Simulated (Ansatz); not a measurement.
Harmonic vibrations of `[CH3][Y]([CH3])[OH]` by finite differences.

```yaml
crystal:
  periodic: [false, false, false]
  atoms:
    - {symbol: C, position_ang: [-0.676373, 1.729796, -0.851642]}
    - {symbol: Y, position_ang: [0.128367, -0.482138, -0.694135]}
    - {symbol: C, position_ang: [1.385552, -0.762874, 1.282370]}
    - {symbol: O, position_ang: [-1.225452, -1.915641, -1.049653]}
    - {symbol: H, position_ang: [-1.387641, 1.920403, -1.664686]}
    - {symbol: H, position_ang: [-1.198754, 1.993124, 0.079803]}
    - {symbol: H, position_ang: [0.130982, 2.469583, -0.955533]}
    - {symbol: H, position_ang: [0.721114, -0.922058, 2.143107]}
    - {symbol: H, position_ang: [1.980339, 0.130737, 1.519653]}
    - {symbol: H, position_ang: [2.079649, -1.614190, 1.281153]}
    - {symbol: H, position_ang: [-1.937784, -2.546742, -1.090447]}
basis:
  gaussian: {orbitals: def2-TZVP}
hamiltonian: {xc: pbe0, dispersion: d4}
phonons: {temperatures: {t_min: 298.15, t_max: 900, t_step: 200}}
```

```sh
$ ansatz run in.yaml --threads 4 --pin off --events-out ev --progress --plain --max-ram 10444MiB
```

Shortened log:

```
Functional definition: PBE0
mean field -5275.81439865 eV, -193.8826030751 hartree, gradient 1.5e-5 eV, S^2 0.000000; 0 other end points of the search recorded, 0 dependent functions left out
mean field -5275.81426160 eV, -193.8825980384 hartree, gradient 1.8e-6 eV, S^2 0.000000; 0 other end points of the search recorded, 0 dependent functions left out
mean field -5275.81427603 eV, -193.8825985686 hartree, gradient 1.8e-6 eV, S^2 0.000000; 0 other end points of the search recorded, 0 dependent functions left out
mean field -5275.81433415 eV, -193.8826007048 hartree, gradient 1.8e-6 eV, S^2 0.000000; 0 other end points of the search recorded, 0 dependent functions left out
mean field -5275.81428032 eV, -193.8825987266 hartree, gradient 1.8e-6 eV, S^2 0.000000; 0 other end points of the search recorded, 0 dependent functions left out
mean field -5275.81425567 eV, -193.8825978207 hartree, gradient 1.8e-6 eV, S^2 0.000000; 0 other end points of the search recorded, 0 dependent functions left out
mean field -5275.81427327 eV, -193.8825984673 hartree, gradient 1.8e-6 eV, S^2 0.000000; 0 other end points of the search recorded, 0 dependent functions left out
mean field -5275.81435846 eV, -193.8826015979 hartree, gradient 1.8e-6 eV, S^2 0.000000; 0 other end points of the search recorded, 0 dependent functions left out
mean field -5275.81433800 eV, -193.8826008459 hartree, gradient 1.8e-6 eV, S^2 0.000000; 0 other end points of the search recorded, 0 dependent functions left out
mean field -5275.81434533 eV, -193.8826011154 hartree, gradient 1.8e-6 eV, S^2 0.000000; 0 other end points of the search recorded, 0 dependent functions left out
mean field -5275.81432244 eV, -193.8826002742 hartree, gradient 1.8e-6 eV, S^2 0.000000; 0 other end points of the search recorded, 0 dependent functions left out
mean field -5275.81438534 eV, -193.8826025859 hartree, gradient 1.8e-6 eV, S^2 0.000000; 0 other end points of the search recorded, 0 dependent functions left out
mean field -5275.81435494 eV, -193.8826014687 hartree, gradient 1.8e-6 eV, S^2 0.000000; 0 other end points of the search recorded, 0 dependent functions left out
mean field -5275.81430035 eV, -193.8825994624 hartree, gradient 1.8e-6 eV, S^2 0.000000; 0 other end points of the search recorded, 0 dependent functions left out
mean field -5275.81425416 eV, -193.8825977649 hartree, gradient 1.8e-6 eV, S^2 0.000000; 0 other end points of the search recorded, 0 dependent functions left out
mean field -5275.81425511 eV, -193.8825977998 hartree, gradient 1.8e-6 eV, S^2 0.000000; 0 other end points of the search recorded, 0 dependent functions left out
mean field -5275.81426960 eV, -193.8825983326 hartree, gradient 1.8e-6 eV, S^2 0.000000; 0 other end points of the search recorded, 0 dependent functions left out
mean field -5275.81432206 eV, -193.8826002603 hartree, gradient 1.8e-6 eV, S^2 0.000000; 0 other end points of the search recorded, 0 dependent functions left out
mean field -5275.81427994 eV, -193.8825987124 hartree, gradient 1.8e-6 eV, S^2 0.000000; 0 other end points of the search recorded, 0 dependent functions left out
mean field -5275.81425094 eV, -193.8825976468 hartree, gradient 1.8e-6 eV, S^2 0.000000; 0 other end points of the search recorded, 0 dependent functions left out
mean field -5275.81429026 eV, -193.8825990915 hartree, gradient 1.8e-6 eV, S^2 0.000000; 0 other end points of the search recorded, 0 dependent functions left out
mean field -5275.81426102 eV, -193.8825980173 hartree, gradient 1.8e-6 eV, S^2 0.000000; 0 other end points of the search recorded, 0 dependent functions left out
mean field -5275.81431893 eV, -193.8826001453 hartree, gradient 1.8e-6 eV, S^2 0.000000; 0 other end points of the search recorded, 0 dependent functions left out
mean field -5275.81437584 eV, -193.8826022368 hartree, gradient 1.4e-6 eV, S^2 0.000000; 0 other end points of the search recorded, 0 dependent functions left out
mean field -5275.81441098 eV, -193.8826035279 hartree, gradient 1.3e-6 eV, S^2 0.000000; 0 other end points of the search recorded, 0 dependent functions left out
mean field -5275.81435161 eV, -193.8826013464 hartree, gradient 1.5e-6 eV, S^2 0.000000; 0 other end points of the search recorded, 0 dependent functions left out
mean field -5275.81434656 eV, -193.8826011607 hartree, gradient 1.6e-6 eV, S^2 0.000000; 0 other end points of the search recorded, 0 dependent functions left out
mean field -5275.81439218 eV, -193.8826028373 hartree, gradient 1.7e-6 eV, S^2 0.000000; 0 other end points of the search recorded, 0 dependent functions left out
mean field -5275.81438408 eV, -193.8826025395 hartree, gradient 1.4e-6 eV, S^2 0.000000; 0 other end points of the search recorded, 0 dependent functions left out
mean field -5275.81433932 eV, -193.8826008948 hartree, gradient 1.4e-6 eV, S^2 0.000000; 0 other end points of the search recorded, 0 dependent functions left out
mean field -5275.81433526 eV, -193.8826007453 hartree, gradient 1.6e-6 eV, S^2 0.000000; 0 other end points of the search recorded, 0 dependent functions left out
mean field -5275.81436756 eV, -193.8826019324 hartree, gradient 1.3e-6 eV, S^2 0.000000; 0 other end points of the search recorded, 0 dependent functions left out
mean field -5275.81436628 eV, -193.8826018854 hartree, gradient 1.4e-6 eV, S^2 0.000000; 0 other end points of the search recorded, 0 dependent functions left out
mean field -5275.81438803 eV, -193.8826026847 hartree, gradient 1.8e-6 eV, S^2 0.000000; 0 other end points of the search recorded, 0 dependent functions left out
mean field -5275.81438379 eV, -193.8826025290 hartree, gradient 1.6e-6 eV, S^2 0.000000; 0 other end points of the search recorded, 0 dependent functions left out
mean field -5275.81431679 eV, -193.8826000668 hartree, gradient 1.7e-6 eV, S^2 0.000000; 0 other end points of the search recorded, 0 dependent functions left out
mean field -5275.81433128 eV, -193.8826005990 hartree, gradient 1.9e-6 eV, S^2 0.000000; 0 other end points of the search recorded, 0 dependent functions left out
mean field -5275.81433350 eV, -193.8826006809 hartree, gradient 1.7e-6 eV, S^2 0.000000; 0 other end points of the search recorded, 0 dependent functions left out
mean field -5275.81434757 eV, -193.8826011976 hartree, gradient 1.7e-6 eV, S^2 0.000000; 0 other end points of the search recorded, 0 dependent functions left out
mean field -5275.81435043 eV, -193.8826013029 hartree, gradient 1.8e-6 eV, S^2 0.000000; 0 other end points of the search recorded, 0 dependent functions left out
mean field -5275.81435131 eV, -193.8826013354 hartree, gradient 1.8e-6 eV, S^2 0.000000; 0 other end points of the search recorded, 0 dependent functions left out
mean field -5275.81438324 eV, -193.8826025087 hartree, gradient 9.5e-7 eV, S^2 0.000000; 0 other end points of the search recorded, 0 dependent functions left out
mean field -5275.81438753 eV, -193.8826026663 hartree, gradient 9.3e-7 eV, S^2 0.000000; 0 other end points of the search recorded, 0 dependent functions left out
mean field -5275.81436210 eV, -193.8826017317 hartree, gradient 1.9e-6 eV, S^2 0.000000; 0 other end points of the search recorded, 0 dependent functions left out
mean field -5275.81435022 eV, -193.8826012952 hartree, gradient 1.8e-6 eV, S^2 0.000000; 0 other end points of the search recorded, 0 dependent functions left out
mean field -5275.81438498 eV, -193.8826025724 hartree, gradient 1.0e-6 eV, S^2 0.000000; 0 other end points of the search recorded, 0 dependent functions left out
mean field -5275.81438383 eV, -193.8826025302 hartree, gradient 9.1e-7 eV, S^2 0.000000; 0 other end points of the search recorded, 0 dependent functions left out
mean field -5275.81433411 eV, -193.8826007030 hartree, gradient 2.5e-6 eV, S^2 0.000000; 0 other end points of the search recorded, 0 dependent functions left out
mean field -5275.81433712 eV, -193.8826008137 hartree, gradient 2.1e-6 eV, S^2 0.000000; 0 other end points of the search recorded, 0 dependent functions left out
mean field -5275.81436077 eV, -193.8826016830 hartree, gradient 1.3e-6 eV, S^2 0.000000; 0 other end points of the search recorded, 0 dependent functions left out
mean field -5275.81436219 eV, -193.8826017351 hartree, gradient 1.4e-6 eV, S^2 0.000000; 0 other end points of the search recorded, 0 dependent functions left out
mean field -5275.81432226 eV, -193.8826002677 hartree, gradient 1.7e-6 eV, S^2 0.000000; 0 other end points of the search recorded, 0 dependent functions left out
mean field -5275.81433532 eV, -193.8826007478 hartree, gradient 1.7e-6 eV, S^2 0.000000; 0 other end points of the search recorded, 0 dependent functions left out
mean field -5275.81438624 eV, -193.8826026189 hartree, gradient 1.7e-6 eV, S^2 0.000000; 0 other end points of the search recorded, 0 dependent functions left out
mean field -5275.81438542 eV, -193.8826025887 hartree, gradient 1.7e-6 eV, S^2 0.000000; 0 other end points of the search recorded, 0 dependent functions left out
mean field -5275.81435070 eV, -193.8826013129 hartree, gradient 1.1e-6 eV, S^2 0.000000; 0 other end points of the search recorded, 0 dependent functions left out
mean field -5275.81435352 eV, -193.8826014164 hartree, gradient 1.5e-6 eV, S^2 0.000000; 0 other end points of the search recorded, 0 dependent functions left out
mean field -5275.81433654 eV, -193.8826007923 hartree, gradient 1.6e-6 eV, S^2 0.000000; 0 other end points of the search recorded, 0 dependent functions left out
mean field -5275.81433025 eV, -193.8826005613 hartree, gradient 1.4e-6 eV, S^2 0.000000; 0 other end points of the search recorded, 0 dependent functions left out
mean field -5275.81439079 eV, -193.8826027862 hartree, gradient 1.9e-6 eV, S^2 0.000000; 0 other end points of the search recorded, 0 dependent functions left out
mean field -5275.81438991 eV, -193.8826027536 hartree, gradient 1.5e-6 eV, S^2 0.000000; 0 other end points of the search recorded, 0 dependent functions left out
mean field -5275.81429467 eV, -193.8825992539 hartree, gradient 1.8e-6 eV, S^2 0.000000; 0 other end points of the search recorded, 0 dependent functions left out
mean field -5275.81430749 eV, -193.8825997249 hartree, gradient 1.8e-6 eV, S^2 0.000000; 0 other end points of the search recorded, 0 dependent functions left out
mean field -5275.81431646 eV, -193.8826000546 hartree, gradient 1.8e-6 eV, S^2 0.000000; 0 other end points of the search recorded, 0 dependent functions left out
mean field -5275.81432657 eV, -193.8826004262 hartree, gradient 1.8e-6 eV, S^2 0.000000; 0 other end points of the search recorded, 0 dependent functions left out
mean field -5275.81439515 eV, -193.8826029464 hartree, gradient 1.7e-6 eV, S^2 0.000000; 0 other end points of the search recorded, 0 dependent functions left out
mean field -5275.81439898 eV, -193.8826030872 hartree, gradient 2.2e-6 eV, S^2 0.000000; 0 other end points of the search recorded, 0 dependent functions left out
Total energy: -5275.95220321 eV, -193.8876672992 hartree
Atom 0 at    -0.676373     1.729796    -0.851642 Å, force     0.000247    -0.000649     0.000351 eV/Å
Atom 1 at     0.128367    -0.482138    -0.694135 Å, force     0.001825    -0.001192     0.001637 eV/Å
Atom 2 at     1.385552    -0.762874     1.282370 Å, force     0.000460     0.000111     0.000110 eV/Å
Atom 3 at    -1.225452    -1.915641    -1.049653 Å, force    -0.000279     0.000630    -0.000132 eV/Å
Atom 4 at    -1.387641     1.920403    -1.664686 Å, force     0.000178     0.000134    -0.000043 eV/Å
Atom 5 at    -1.198754     1.993124     0.079803 Å, force    -0.000225     0.000222     0.000049 eV/Å
Atom 6 at     0.130982     2.469583    -0.955533 Å, force    -0.000565    -0.000302    -0.000046 eV/Å
Atom 7 at     0.721114    -0.922058     2.143107 Å, force    -0.000148     0.000438     0.000069 eV/Å
Atom 8 at     1.980339     0.130737     1.519653 Å, force    -0.000582     0.000306    -0.000641 eV/Å
Atom 9 at     2.079649    -1.614190     1.281153 Å, force    -0.000660     0.000120    -0.000953 eV/Å
Atom 10 at    -1.937784    -2.546742    -1.090447 Å, force    -0.000251     0.000184    -0.000401 eV/Å
Dipole moment:     0.241185    -0.301014    -0.581779 e Å
Vibrations: 20.01 22.36 68.58 106.84 118.81 239.62 350.96 374.63 388.03 400.78 435.99 461.33 466.32 638.70 1145.73 1148.24 1421.26 1424.57 1424.98 1429.01 2988.11 2990.62 3055.41 3065.15 3068.76 3079.81 3997.35 cm⁻¹, zero-point energy 2.128311 eV
```

It took 110 s on 4 threads of an Arm Neoverse V1 on a shared host, with 0.4 GiB of host memory at the peak.
